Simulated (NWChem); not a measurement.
System: Mg cation, doublet

Computed with NWChem. Pople sets run with spherical d functions. Spin-unrestricted. No stability test was run on the SCF state. Fermi-contact couplings, non-relativistic, static geometry.

```csv
level,basis functions,A(iso) 25Mg atom 1 (MHz),<S²>
PBE0/6-31G*,18,?,0.750
PBE0/def2-SVP,18,-468,0.750
PBE0/def2-TZVP,32,-488,0.750
PBE0/cc-pVTZ,34,-522,0.750
PBE0/cc-pCVTZ,59,-578,0.750
```

Question: Complete the blanks.

Answer: 
- PBE0/6-31G*, A(iso) 25Mg atom 1 (MHz): -410
